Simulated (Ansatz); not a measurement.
Relaxation of BF₃⁻ with UKS PBE-D4/def2-TZVPD.

```sh
$ ansatz run in.yaml --threads 2 --pin off --events-out ev --progress --plain --max-ram 4352MiB
```

```yaml
crystal:
  periodic: [false, false, false]
  atoms:
    - {symbol: B, position_ang: [0.000022, 0.000010, 0.000017]}
    - {symbol: F, position_ang: [1.325346, -0.028131, 0.013642]}
    - {symbol: F, position_ang: [-0.638224, 1.161827, -0.017670]}
    - {symbol: F, position_ang: [-0.687144, -1.133696, 0.004012]}
basis:
  gaussian: {orbitals: def2-TZVPD}
total_charge: -1
magnetization: {spin_polarized: true, initial_magnetization: 1}
hamiltonian: {xc: pbe, dispersion: d4}
scf: {lower_state_search: "off"}
output: {orbitals: {seedname: orbitals}}
relax: {f_tol: 0.02, max_steps: 100}
```

Hardware: 2 threads of Intel Xeon Platinum 8259CL on a shared host. Wall time 33 s.

Positions (Å) and forces (eV/Å) at steps 1, 2, 4, 6, 7, 8, 9, 10, 11, 12 of 12:

```xyz
4
step=1 energy=-8826.4848 eV
B     0.000    0.000    0.000   -0.001    0.000    0.000
F     1.325   -0.028    0.014    0.347   -0.007    0.004
F    -0.638    1.162   -0.018   -0.167    0.304   -0.005
F    -0.687   -1.134    0.004   -0.179   -0.296    0.001
4
step=2 energy=-8826.4879 eV
B     0.000    0.000    0.000    0.000    0.000    0.000
F     1.330   -0.028    0.014    0.146   -0.003    0.001
F    -0.640    1.166   -0.018   -0.070    0.128   -0.002
F    -0.689   -1.137    0.004   -0.076   -0.125    0.000
4
step=4 energy=-8826.4886 eV
B     0.000    0.000    0.002    0.000    0.000    0.009
F     1.333   -0.028    0.013    0.000    0.000   -0.003
F    -0.642    1.168   -0.018    0.000    0.000   -0.003
F    -0.691   -1.140    0.003    0.000    0.000   -0.003
4
step=6 energy=-8826.4978 eV
B    -0.001    0.001    0.053   -0.003    0.003    0.267
F     1.333   -0.028   -0.004    0.106   -0.003   -0.088
F    -0.641    1.168   -0.035   -0.050    0.091   -0.090
F    -0.691   -1.140   -0.014   -0.054   -0.091   -0.089
4
step=7 energy=-8826.5883 eV
B    -0.002    0.002    0.181   -0.007    0.007    0.759
F     1.328   -0.029   -0.047    0.666   -0.017   -0.246
F    -0.639    1.163   -0.078   -0.317    0.580   -0.262
F    -0.688   -1.136   -0.056   -0.342   -0.570   -0.251
4
step=8 energy=-8826.6432 eV
B    -0.002    0.002    0.228   -0.006    0.006    0.623
F     1.334   -0.029   -0.062    0.418   -0.011   -0.203
F    -0.641    1.168   -0.094   -0.198    0.362   -0.213
F    -0.691   -1.142   -0.072   -0.214   -0.357   -0.207
4
step=9 energy=-8826.6076 eV rejected
B    -0.004    0.004    0.366    0.015   -0.013   -1.413
F     1.341   -0.030   -0.108   -0.240    0.009    0.469
F    -0.644    1.173   -0.140    0.108   -0.202    0.474
F    -0.693   -1.147   -0.118    0.117    0.206    0.470
4
step=10 energy=-8826.6548 eV
B    -0.003    0.003    0.267   -0.001    0.002    0.151
F     1.365   -0.030   -0.075   -0.595    0.012   -0.056
F    -0.656    1.195   -0.107    0.287   -0.522   -0.043
F    -0.706   -1.167   -0.085    0.309    0.508   -0.052
4
step=11 energy=-8826.6761 eV
B    -0.003    0.003    0.290    0.001   -0.001   -0.057
F     1.344   -0.029   -0.083   -0.032    0.001    0.019
F    -0.646    1.176   -0.115    0.015   -0.027    0.020
F    -0.695   -1.150   -0.093    0.016    0.027    0.019
4
step=12 energy=-8826.6762 eV
B    -0.003    0.003    0.286    0.000    0.000   -0.001
F     1.343   -0.029   -0.082   -0.003    0.000    0.000
F    -0.645    1.176   -0.113    0.001   -0.003    0.000
F    -0.695   -1.149   -0.091    0.002    0.003    0.000
```

The highest occupied level of the relaxed charge -1 doublet lies above zero (up to 2.08 eV). By energy differences it is unbound by 0.38 eV (each at its own geometry, against the charge 0 singlet, at PBE-D4/def2-TZVPD) and held by the finite basis.
